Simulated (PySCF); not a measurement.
Spinor energies of P¹⁰⁺ (phosphorus, charge +10)

Start: [He] 2s2 2p1; 2p1/2 filled at m_j = +1/2. Calculated with PySCF 2.14 in an even-tempered Gaussian basis (18 s from 1.4 bohr⁻², ratio 2.4; 11 p from 1.9 bohr⁻², ratio 2.4; 5 d from 7.1 bohr⁻², ratio 2.6; 5 f from 11 bohr⁻², ratio 2.6): generalised Hartree-Fock with the X2C-1e Hamiltonian and a Gaussian nucleus; one run each with spin-orbit coupling (SO) switched off, then screened by Boettger's factors.

```json
{"spinor shell": "1s1/2", "electrons": "2", "ε, spin-free (eV)": "-2591.8", "ε, screened SO (eV)": "-2591.7", "weight of nominal j (screened SO)": "1.000", "rms radius, screened SO (bohr)": "0.119"}
{"spinor shell": "2s1/2", "electrons": "2", "ε, spin-free (eV)": "-504.63", "ε, screened SO (eV)": "-504.57", "weight of nominal j (screened SO)": "1.000", "rms radius, screened SO (bohr)": "0.492"}
{"spinor shell": "2p1/2", "electrons": "1", "ε, spin-free (eV)": "-480.22", "ε, screened SO (eV)": "-481.04", "weight of nominal j (screened SO)": "0.997", "rms radius, screened SO (bohr)": "0.435"}
```

| quantity | spin-free | screened SO |
| --- | --- | --- |
| E (hartree) | -276.87582 | -276.90661 |
| M_J | 1/2 | 1/2 |
| ⟨J²⟩ | 1.112 | 0.759 |
| ⟨L²⟩ | 2.002 | 2.002 |
| ⟨S²⟩ | 0.751 | 0.751 |

Each row is a mean over spinors that exchange with the open shell spreads, by up to 2.584 eV (2s1/2).

Without spin-orbit coupling the j labels of p, d and f shells carry no meaning; the spin-free column gives the mean over the occupied spinors of each nl shell, and its ⟨J²⟩ belongs to a mixture of degenerate components.
